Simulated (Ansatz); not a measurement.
CH6BNSi (`BN1C[SiH2]1`). Charge 0, multiplicity 1. All single points use the PBE0-D4/def2-TZVP geometry.

```xyz
10

B     1.057    1.274   -0.543
N     0.178    0.313   -0.066
C     0.014   -1.144   -0.299
Si   -1.135   -0.292    0.853
H     0.936    2.403   -0.160
H     1.914    0.960   -1.322
H     0.821   -1.767    0.082
H    -0.307   -1.419   -1.301
H    -2.506    0.073    0.437
H    -0.971   -0.401    2.319
```

Problem. What is the dipole moment at PBE/def2-TZVPP? (An estimate is asked.)

Solution. Ansatz gave: 2.22 D, with components (-1.42, -1.53, 0.77) D in this frame, pointing from negative to positive charge.

Problem. And with r2SCAN, B3LYP, ωB97M-V? (An estimate is asked.)

Solution. Ansatz gave: r2SCAN 2.19 D, B3LYP 2.25 D, ωB97M-V 2.27 D.

Problem. Give the Mulliken charges with PBE, ωB97M-V, r2SCAN in def2-TZVPP. (Best estimate.)

Solution. Ansatz gave: 
```tsv
atom	PBE	ωB97M-V	r2SCAN
B1	-0.15	-0.18	-0.09
N2	-0.06	-0.18	-0.17
C3	-0.14	-0.24	-0.14
Si4	0.28	0.31	0.41
H5	-0.01	0.03	-0.03
H6	-0.01	0.04	-0.03
H7	0.10	0.12	0.08
H8	0.10	0.12	0.08
H9	-0.05	-0.02	-0.06
H10	-0.05	-0.02	-0.06
```

B3LYP here is the variant with VWN-RPA as its local correlation; programs differ in this.
